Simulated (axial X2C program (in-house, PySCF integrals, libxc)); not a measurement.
**Spin–orbit effects down a group: molecules with Sc, PBE0**

All values come from calculations with an axial X2C code built on PySCF integrals, spin-free (one-electron X2C) or two-component (2c: spin–orbit coupling with atomic mean-field Coulomb and Gaunt terms, which also bring small scalar terms), in Dyall basis sets with cores contracted in-house; open shells are unrestricted.

Basis sets: O dyall-av3z, S dyall-av3z, Sc dyall-cv3z, Se dyall-cv3z.

```tsv
molecule	spin-free state	Re (Å)	ωe (cm⁻¹)	De (eV)	2c state	Re 2c (Å)	ωe 2c (cm⁻¹)	De 2c (eV)
ScO	M_S = 1/2, Λ = 0	1.645	1021.5	6.98	Ω = 1/2	1.645	1021.5	6.98
ScS	M_S = 1/2, Λ = 0	2.122	588.3	4.99	Ω = 1/2	2.122	588.2	4.99
ScSe	M_S = 1/2, Λ = 0	2.252	437.8	4.38	Ω = 1/2	2.253	436.9	4.32
```

(1) Work out the shifts from the spin-free to the two-component result.

Each entry is the lowest single determinant of a limited PBE0 search at one distance. De goes to single-determinant-based atoms at the same level (for ions the charge split of lowest energy) and is withheld (n/a) where an atom does not fit its ground term or J level. Main or longest-lived isotopes. Some light 2c atoms are not at their ground J level, so De misses part of their lowering (0.04 eV or less). The functionals have no current term, which raises determinants with orbital currents.

Answers

(1) 

| molecule | 2c state | ΔRe (Å) | Δωe (cm⁻¹) | ΔDe (eV) |
| --- | --- | --- | --- | --- |
| ScO | Ω = 1/2 | 0.000 | 0.0 | 0.00 |
| ScS | Ω = 1/2 | 0.000 | -0.1 | 0.00 |
| ScSe | Ω = 1/2 | 0.001 | -0.9 | -0.06 |

Shifts of one unit in the last digit are rounding.
